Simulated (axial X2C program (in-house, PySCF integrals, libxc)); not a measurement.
Potential curves of SnO, spin-free

All values were computed with an in-house all-electron X2C program for linear molecules (integrals from PySCF). Spin-free means the one-electron spin-free X2C Hamiltonian. Basis: Sn dyall-cv3z [11s12p9d4f1g], O dyall-av3z [7s6p3d2f] (cores contracted in-house); Gaussian nuclei, density fitting, unrestricted open shells. Masses: Sn 119.902 u, O 15.995 u.

State: M_S = 0, Λ = 0 (closed shell). Energies in eV from the fragments at the same level (Sn + O). Fits are polynomials in 1 − R0/R over 0.85 to 1.23 times the lowest point R0.

```tsv
R (Å)	PBE0	HF	M06
1.5860	-3.7533	-0.3647	-4.0803
1.6589	-4.7077	-1.2653	-5.0662
1.7136	-5.1125	-1.6144	-5.4912
1.7683	-5.3182	-1.7542	-5.7145
1.8230	-5.3716	-1.7341	-5.7837
1.8868	-5.2903	-1.5598	-5.7186
1.9506	-5.0966	-1.2682	-5.5399
2.0326	-4.7358	-0.7788	-5.1974
2.1329	-4.1914	-0.0802	-4.6757
2.2788	-3.3120	0.9878	-3.8318
```

The state is one determinant whose occupation by symmetry is held fixed; it was picked as the lowest of a PBE0 search that is not exhaustive. The closed shell is kept restricted, so the energy runs too high when the bond is stretched far. Dissociation energies refer to the lowest single-determinant-based atoms at the same level and basis. Without a current term, density functionals place determinants with orbital angular momentum somewhat too high. Spin-free De lacks the spin–orbit lowering of the heavy p-block atom, a tenth of an eV or more for 4p and 5p, up to an eV for 6p and one to two eV for 7p atoms, less what an open-shell molecule gains itself.

Q: What are Re, ωe and De at the PBE0 level?

A: At PBE0, spin-free: Re = 1.818 Å, ωe ≈ 870 cm⁻¹, De = 5.37 eV to Sn + O; Be follows as 0.361 cm⁻¹.

Q: What are Re, ωe and De at the HF level?

A: At HF, spin-free: Re = 1.787 Å, ωe ≈ 965 cm⁻¹, De = 1.76 eV to Sn + O; Be follows as 0.374 cm⁻¹.

Q: What are Re, ωe and De at the M06 level?

A: At M06, spin-free: Re = 1.825 Å, ωe ≈ 860 cm⁻¹, De = 5.78 eV to Sn + O; Be follows as 0.358 cm⁻¹.
